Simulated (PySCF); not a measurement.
CH7Cl2NSi2, SMILES Cl[Si@H]([SiH2]Cl)NC. Atoms are numbered in the order given.

```xyz
13

C     -2.0213    -0.0641    -1.4898
N     -1.8108    -0.6003    -0.1540
Si    -0.5394    -0.1625     0.9255
Cl    -0.7237     1.7221     1.8844
Si     1.4739     0.1345    -0.2431
Cl     1.7222    -1.4040    -1.6447
H     -2.5075    -0.8170    -2.1450
H     -1.0443     0.1757    -1.9579
H     -2.6405     0.8620    -1.5117
H     -2.6439    -1.0272     0.2609
H     -0.5242    -1.1873     2.0193
H      2.6408     0.1218     0.7040
H      1.4657     1.4443    -0.9806
```
Charge 0, spin multiplicity 1.

Geometry optimised at PBE-D3(BJ)/def2-SVP. The structure was generated by enumeration; whether it is a known compound was not checked. Other conformers were not sampled.

Two levels are set side by side: PBE/pcSseg-1 (PySCF) and PBE0/pcSseg-1 (PySCF). GIAO shifts against HCl (³⁵Cl), NH3 (¹⁵N), TMS (²⁹Si), TMS (¹H), TMS (¹³C) at the same level; non-relativistic, no solvent, atoms listed together averaged. Without spin–orbit terms, shifts of atoms bonded to Cl or Br come out too high at both levels. Differences are taken from unrounded values.

```csv
quantity,PBE0
δ(¹³C) of C1 (ppm),36.7
δ(¹⁵N) of N2 (ppm),50.5
δ(²⁹Si) of Si3 (ppm),-6.7
δ(³⁵Cl) of Cl4 (ppm),74.6
δ(²⁹Si) of Si5 (ppm),-29.6
δ(³⁵Cl) of Cl6 (ppm),-78.8
δ(¹H) of H10 (ppm),1.84
δ(¹H) of H11 (ppm),5.87
```

Task: What does PBE give, and how far is it from PBE0? (The exact figures need the calculation; the answer reports its results.)

Result: 
```json
[
 {"quantity": "δ(¹³C) of C1 (ppm)", "PBE": "38.1", "PBE minus PBE0": "1.4"},
 {"quantity": "δ(¹⁵N) of N2 (ppm)", "PBE": "61.3", "PBE minus PBE0": "10.8"},
 {"quantity": "δ(²⁹Si) of Si3 (ppm)", "PBE": "-8.1", "PBE minus PBE0": "-1.4"},
 {"quantity": "δ(³⁵Cl) of Cl4 (ppm)", "PBE": "101.5", "PBE minus PBE0": "26.9"},
 {"quantity": "δ(²⁹Si) of Si5 (ppm)", "PBE": "-31.6", "PBE minus PBE0": "-2.0"},
 {"quantity": "δ(³⁵Cl) of Cl6 (ppm)", "PBE": "-64.4", "PBE minus PBE0": "14.5"},
 {"quantity": "δ(¹H) of H10 (ppm)", "PBE": "1.98", "PBE minus PBE0": "0.14"},
 {"quantity": "δ(¹H) of H11 (ppm)", "PBE": "6.06", "PBE minus PBE0": "0.19"}
]
```

Rough cost on one machine, each run with all the roots and properties that it gave: PBE0 against PBE within a factor of 2.
